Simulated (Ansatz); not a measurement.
Input file for `[OH][Ge]([F])[F]` radical:

```yaml
crystal:
  periodic: [false, false, false]
  atoms:
    - {symbol: O, position_ang: [0.095778, 1.211080, -0.113341]}
    - {symbol: Ge, position_ang: [-0.125774, -0.418668, 0.522371]}
    - {symbol: F, position_ang: [1.467589, -0.966464, 0.885408]}
    - {symbol: F, position_ang: [-0.706449, -1.437378, -0.756940]}
    - {symbol: H, position_ang: [-0.681345, 1.537930, -0.578899]}
basis:
  gaussian: {orbitals: def2-SVP}
magnetization: {spin_polarized: true, initial_magnetization: 1}
correlation: {method: ccsd_t}
scf: {omitted_lower_state_checks: [cluster_reference]}
```

```sh
$ ansatz run in.yaml --threads 4 --pin off --events-out ev --progress --plain --max-ram 10444MiB
```

Log, shortened:

```
Functional definition: HF
750 factors; integrals over basis functions are off by at most 5.1e-4 eV
mean field evaluation 1: about -63922.5984 eV, gradient 3.2e1 eV
mean field evaluation 2: about -63922.6312 eV, gradient 3.2e1 eV
mean field evaluation 4: about -63926.6999 eV, gradient 2.3e0 eV
mean field evaluation 8: about -63926.7797 eV, gradient 1.8e-1 eV
mean field -63926.78038844 eV, -2349.2658481470 hartree, gradient 3.3e-6 eV, S^2 0.757095; 0 other end points of the search recorded, 0 dependent functions left out
12 core orbitals not correlated: weight in the atoms' cores, before any rotation towards them, 1.000 or more for the frozen orbitals, at most 0.000 for the correlated occupied ones
reference -63926.78038844 eV, -2349.2658481470 hartree; 18, 17 occupied and 49, 50 virtual orbitals, 750 factors
second order -20.88997954 eV of doubles, -0.00000000 eV of singles
cycle   1  -20.25032694 eV  change    6.4e-1 eV  update   1.1e-1
cycle   2  -20.74642568 eV  change   -5.0e-1 eV  update   3.3e-2
cycle   3  -20.87394863 eV  change   -1.3e-1 eV  update   2.0e-2
cycle   4  -20.86654184 eV  change    7.4e-3 eV  update   5.8e-3
cycle   5  -20.86174255 eV  change    4.8e-3 eV  update   3.1e-3
cycle   6  -20.86297485 eV  change   -1.2e-3 eV  update   1.3e-3
cycle   7  -20.86331067 eV  change   -3.4e-4 eV  update   5.5e-4
cycle   8  -20.86343085 eV  change   -1.2e-4 eV  update   2.5e-4
cycle   9  -20.86346263 eV  change   -3.2e-5 eV  update   1.1e-4
cycle  10  -20.86342272 eV  change    4.0e-5 eV  update   5.5e-5
cycle  11  -20.86343598 eV  change   -1.3e-5 eV  update   2.6e-5
perturbative correction -0.43526439 eV, -0.0159956713 hartree
Total energy: -63948.07908880 eV, -2350.0485609487 hartree
Checks for a lower state left out: cluster_reference
```

Hardware: 4 threads of an INTEL XEON PLATINUM 8581C on a shared host. Wall time 4.3 s, peak host memory 0.5 GiB.

MP2 recovers 98.1 % of the CCSD(T) correlation energy and the triples give 2.0 %; T1 = 0.0149.
